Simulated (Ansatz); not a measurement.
Coupled-cluster diagnostics for (LiBr)2 ring (Li₂Br₂), Ansatz.

Geometry of the singlet (r2SCAN-D4/def2-TZVP):

```xyz
4

Li    0.3741    0.6594    1.1152
Br    1.7794   -0.7423   -0.1580
Li   -0.3744   -0.6603   -1.1146
Br   -1.7791    0.7432    0.1574
```

Correlated methods freeze 18 core orbitals; core or outer-core shells of Li, Br are correlated, in sets that lack core-valence functions.

Question: Estimate the CCSD(T) correlation energy, the shares of MP2 and (T), T1 and the reference's ⟨S²⟩ for: charge 0, singlet, own geometry in def2-TZVPP; charge 1, doublet, vertical in def2-TZVPP; and the rough time on 4 threads of Arm Neoverse V2 on a shared host.

Answer: 
```
                          state       basis  correlation (eV)  MP2 share (%)  (T) share (%)     T1  ⟨S²⟩ (pure)  wall time
charge 0, singlet, own geometry  def2-TZVPP           -18.313           94.3            2.8  0.004  0.00 (0.00)      5.5 s
    charge 1, doublet, vertical  def2-TZVPP           -17.471           93.0            2.8  0.036  0.76 (0.75)       72 s
```
Customary marks for T1 are 0.02 (closed shells), 0.045 (open shells) and about 0.05 (3d metals). T1 exceeds 0.02 in 1 of 2 rows and 0.045 in 0; the higher it lies, the less the single-reference result can be trusted.
